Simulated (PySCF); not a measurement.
# Radial density of Xe+ (xenon, charge +1)

UHF, [Kr] 4d10 5s2 5p5, 2P determinant. Computed with PySCF 2.14 in aug-cc-pwCVTZ-PP with ECP28MDF, with a scalar-relativistic core potential. This is the valence pseudo-density: the core potential removes the inner electrons and smooths the orbitals near the nucleus.

```
r (bohr)  4πr²ρ (e/bohr)  4πr²(ρα − ρβ)
 0.00118       1.585e-05         0.0000
 0.00199       4.445e-05         0.0000
 0.00335       0.0001226         0.0000
 0.00564       0.0003238         0.0000
 0.00948       0.0007729         0.0000
  0.0159        0.001557         0.0000
  0.0268        0.002669         0.0000
  0.0451        0.003620         0.0000
  0.0759        0.006279         0.0000
   0.128         0.03386         0.0002
   0.215          0.3799         0.0021
   0.361           5.268         0.0347
   0.607           27.38         0.1298
    1.02           15.17         0.0115
    1.72           5.258         0.6112
    2.89           1.604         0.2546
    4.86         0.05645         0.0069
```

Energies and moments cover only the electrons outside the core potential.
